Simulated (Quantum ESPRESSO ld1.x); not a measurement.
The run below uses ld1.x (Quantum ESPRESSO 7.5).

```
 &input
    atom='Xe',
    iswitch=1,
    rel=1,
    dft='PW91',
    config='[Kr] 4d10 5s2 5p3 6s0 4f0',
    verbosity='high',
    prefix='ld1',
    max_out_wfc=37,
    file_charge='ld1.rho',
 /
```

Standard output:

```
     Program LD1 v.7.5 starts

     --------------------------- All-electron run ----------------------------

     scalar relativistic calculation

     atomic number is 54.00
     dft =PW91   lsd =0 sic =0 latt =0  beta=0.20 tr2=1.0E-14
     Exchange-correlation= PW91
                           (   1   4   2   2   0   0   0)
     mesh =2075 r(mesh) =  99.78481 a.u. xmin = -8.00 dx = 0.00800
     1 Ry =  13.60569312 eV, c = 137.03599908

     n l     nl                  e(Ry)          e(Ha)          e(eV)
     1 0     1S 1( 2.00)   -2529.222279146   -1264.611139573 -34411.8221699
     2 0     2S 1( 2.00)    -395.750227386    -197.875113693  -5384.4561472
     2 1     2P 1( 6.00)    -355.380237997    -177.690118998  -4835.1944602
     3 0     3S 1( 2.00)     -82.932599790     -41.466299895  -1128.3555026
     3 1     3P 1( 6.00)     -69.895131382     -34.947565691   -950.9717084
     4 0     4S 1( 2.00)     -16.991790183      -8.495895092   -231.1850828
     4 1     4P 1( 6.00)     -12.859898846      -6.429949423   -174.9678373
     3 2     3D 1(10.00)     -50.557309690     -25.278654845   -687.8672408
     4 2     4D 1(10.00)      -6.831794904      -3.415897452    -92.9513049
     5 0     5S 1( 2.00)      -3.700057512      -1.850028756    -50.3418471
     5 1     5P 1( 3.00)      -2.721281911      -1.360640955    -37.0249266
     6 0     6S 1( 0.00)      -1.356192260      -0.678096130    -18.4519357
     4 3     4F 1( 0.00)      -1.140622464      -0.570311232    -15.5189592

     final scf error:  8.7E-15 reached in  31 iterations

     Etot =  -14891.772776 Ry,   -7445.886388 Ha, -202612.890447 eV

     Ekin =   15660.990816 Ry,    7830.495408 Ha,  213078.635043 eV
     Encl =  -35917.001946 Ry,  -17958.500973 Ha, -488675.706373 eV
     Eh   =    5737.282404 Ry,    2868.641202 Ha,   78059.703742 eV
     Exc  =    -373.044050 Ry,    -186.522025 Ha,   -5075.522859 eV

     normalization and overlap integrals

     s(1S/1S) =  1.000000  <r> =   0.0267  <r2> =    0.0010  r(max) =   0.0171
     s(1S/2S) = -0.015675
     s(1S/3S) = -0.006641
     s(1S/4S) = -0.003067
     s(1S/5S) = -0.001239
     s(1S/6S) = -0.000601
     s(2S/2S) =  1.000000  <r> =   0.1146  <r2> =    0.0155  r(max) =   0.0970
     s(2S/3S) = -0.004103
     s(2S/4S) = -0.001821
     s(2S/5S) = -0.000730
     s(2S/6S) = -0.000354
     s(2P/2P) =  1.000000  <r> =   0.1003  <r2> =    0.0123  r(max) =   0.0775
     s(2P/3P) = -0.003340
     s(2P/4P) = -0.001394
     s(2P/5P) = -0.000513
     s(3S/3S) =  1.000000  <r> =   0.3064  <r2> =    0.1073  r(max) =   0.2789
     s(3S/4S) = -0.001241
     s(3S/5S) = -0.000484
     s(3S/6S) = -0.000233
     s(3P/3P) =  1.000000  <r> =   0.3044  <r2> =    0.1074  r(max) =   0.2723
     s(3P/4P) = -0.001054
     s(3P/5P) = -0.000378
     s(4S/4S) =  1.000000  <r> =   0.7162  <r2> =    0.5792  r(max) =   0.6617
     s(4S/5S) = -0.000312
     s(4S/6S) = -0.000148
     s(4P/4P) =  1.000000  <r> =   0.7640  <r2> =    0.6644  r(max) =   0.6942
     s(4P/5P) = -0.000243
     s(3D/3D) =  1.000000  <r> =   0.2809  <r2> =    0.0933  r(max) =   0.2265
     s(3D/4D) = -0.000727
     s(4D/4D) =  1.000000  <r> =   0.8724  <r2> =    0.8869  r(max) =   0.7460
     s(5S/5S) =  1.000000  <r> =   1.7453  <r2> =    3.4114  r(max) =   1.5825
     s(5S/6S) = -0.000076
     s(5P/5P) =  1.000000  <r> =   2.0083  <r2> =    4.5353  r(max) =   1.7986
     s(6S/6S) =  1.000000  <r> =   3.7553  <r2> =   15.6335  r(max) =   3.6365
     s(4F/4F) =  1.000000  <r> =   1.9749  <r2> =    5.1182  r(max) =   1.1491

     ------------------------ End of All-electron run ------------------------
```

Run on one thread of a shared host, so times are rough (Intel(R) Xeon(R) Processor @ 2.60GHz): 0.8 s of CPU time, 0.84 s wall, 31 iterations on 2075 mesh points.
